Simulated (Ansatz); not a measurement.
`C[O][GeH]([Cl])[O][SiH3]` + `C=C(F)SC` → `C=C(F)S[SiH3]` + `C[O][GeH]([Cl])[O]C`  (formal exchange of groups at the Si–O bond)

Computed with Ansatz on PBE0-D4/def2-TZVP structures; ΔE is electronic, products minus reactants. CCSD(T)/CBS is the MP2 limit (def2-TZVPP, def2-QZVPP) plus CCSD(T) − MP2 in def2-TZVPP, frozen cores. For Ge outer-core shells are correlated without core-valence functions, which leaves a few kJ/mol of doubt a bond. Scalar relativity is left out up to krypton. One conformer a species, not always the lowest.

| species | HF/def2-QZVPP energy (Eh) |
| --- | --- |
| `C[O][GeH]([Cl])[O][SiH3]` | -3015.78928 |
| `C=C(F)SC` | -613.57166 |
| `C=C(F)S[SiH3]` | -864.65971 |
| `C[O][GeH]([Cl])[O]C` | -2764.65906 |

Work out ΔE.

ΔE = (-864.65971) + (-2764.65906) − (-3015.78928) − (-613.57166) = 0.04217 Eh = +1.15 eV. CCSD(T)/CBS gives +1.06 eV.

Largest T1 diagnostic among the species: 0.013.

From PBE to PBE0 (25 % exact exchange), in def2-TZVPP and without D4, ΔE moves by +0.06 eV. In def2-TZVPP, CCSD(T) changes the Hartree–Fock value by −0.09 eV (the triples alone add −0.02 eV) and MP2 by −0.04 eV.
